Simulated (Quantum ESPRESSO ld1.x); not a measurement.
Problem. These are the eigenvalues of the occupied orbitals of an atom or ion with whole-number occupations (hartree). Method: scalar-relativistic Kohn-Sham, relativistic LDA (MacDonald-Vosko exchange, VWN5 correlation), spin-unpolarised, spherical densities, point nucleus; computed with ld1.x of Quantum ESPRESSO 7.5.

1s: -888.620
2s: -134.624
2p: -121.468
3s: -28.6533
3p: -24.3100
3d: -17.3783
4s: -8.14170
4p: -6.80707
4d: -4.78537

Which element is it, and in what charge state? The configuration may be excited.

Solution. Z = 46, palladium, charge +8: Pd8+ in [Kr] 4d2. The list shows which subshells hold electrons but not how many an open one holds; the 1s level, -888.62 hartree, gives Z - s = 42.2 by -(Z - s)^2/2, which with screening and relativity narrows Z to a few neighbours, and the depths of the outer levels then fix element, charge and occupations together.
